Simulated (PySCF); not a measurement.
Ionisation energy along the 2-electron series

Calculated with PySCF 2.14 and a two-component X2C-1e Hamiltonian (Gaussian nucleus, no Breit or QED terms), each ion in its own even-tempered basis scaled to its charge; GMP2 freezes nothing and drops the highest virtual spinors. Values in eV. NIST values: (m) measured, (s) semi-empirical, (t) theoretical.

| ion | configuration | GHF (screened spin-orbit) | GMP2 (screened spin-orbit) | NIST |
| --- | --- | --- | --- | --- |
| Ta⁷¹⁺ | 1s2 | 77040.8 | 77042.8 | 76852 ± 0.17 (t) |
| W⁷²⁺ | 1s2 | 79379.3 | 79381.3 | 79181.94 ± 0.19 (t) |
| Re⁷³⁺ | 1s2 | 81762.7 | 81764.7 | 81556.58 ± 0.2 (t) |
| Ir⁷⁵⁺ | 1s2 | 86667.0 | 86669.1 | 86442.44 ± 0.25 (t) |
| Pt⁷⁶⁺ | 1s2 | 89189.7 | 89191.7 | 88955.1 ± 0.3 (t) |
| Au⁷⁷⁺ | 1s2 | 91760.2 | 91762.3 | 91515.8 ± 0.3 (t) |

Question: Fill in the row of Os⁷⁴⁺.

Answer: configuration: 1s2; GHF (screened spin-orbit): 84191.5; GMP2 (screened spin-orbit): 84193.5; NIST: 83976.18 ± 0.22 (t).
